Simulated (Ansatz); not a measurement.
`C=[CH][SnH2][F]` + `BCl` → `C=CBCl` + `[F][SnH3]` at 600 K and 1 bar (formal exchange of groups at a C–Sn bond).

Isolated molecules relaxed with PBE0-D4/def2-TZVP in Ansatz; ΔE leaves out vibrations. CBS: MP2 limit from def2 TZ/QZ plus the TZ coupled-cluster correction, frozen cores. This one scheme is used for every species. def2 core potentials past Kr. For Sn outer-core shells are correlated without core-valence functions, which leaves a few kJ/mol of doubt a bond. Each species was taken in one conformer, which may not be the lowest.

| species | CCSD(T)/CBS energy (Eh) | H − E (kJ/mol) | S (J/(mol·K)) |
| --- | --- | --- | --- |
| `C=[CH][SnH2][F]` | -392.92056 | 205.6 | 420.4 |
| `BCl` | -485.78909 | 80.5 | 267.8 |
| `C=CBCl` | -563.09944 | 192.2 | 362.4 |
| `[F][SnH3]` | -315.62493 | 91.4 | 313.0 |

H − E and S are ideal-gas, rigid-rotor, harmonic terms from PBE0-D4/def2-TZVP, for one conformer and one mirror image of each species. 1 Eh = 2625.50 kJ/mol, R = 8.31446 J/(mol·K).

Problem. By hand: ΔE, ΔH, ΔS and ΔG.

Solution. ΔE = (-563.09944) + (-315.62493) − (-392.92056) − (-485.78909) = -0.01472 Eh = -38.6 kJ/mol. Δ(H − E) = 192.2 + 91.4 − 205.6 − 80.5 = -2.5, so ΔH = -41.1 kJ/mol. ΔS = 362.4 + 313.0 − 420.4 − 267.8 = -12.8 J/(mol·K). ΔG = -41.1 − 600 × (-12.8)/1000 = -33.4 kJ/mol.

Problem. By hand: the equilibrium constant, and the temperature at which ΔG would vanish if ΔH and ΔS stayed fixed.

Solution. log₁₀ K = −ΔG/(RT ln 10) = 2.9. ΔG = 0 at ΔH/ΔS = 3211 K, far beyond where these terms or the molecules hold.

The number of gas molecules stays the same, so ΔS is small and ΔH decides. A doubt of 5 kJ/mol in ΔE shifts log₁₀ K by 0.4 here. Other conformers and mirror images would add mixing entropy, several J/(mol·K) or more a flexible species. These are equilibria of isolated gas molecules and say nothing of rates. Largest T1 diagnostic: 0.014 (customary marks: 0.02 for closed shells, 0.045 for open ones).
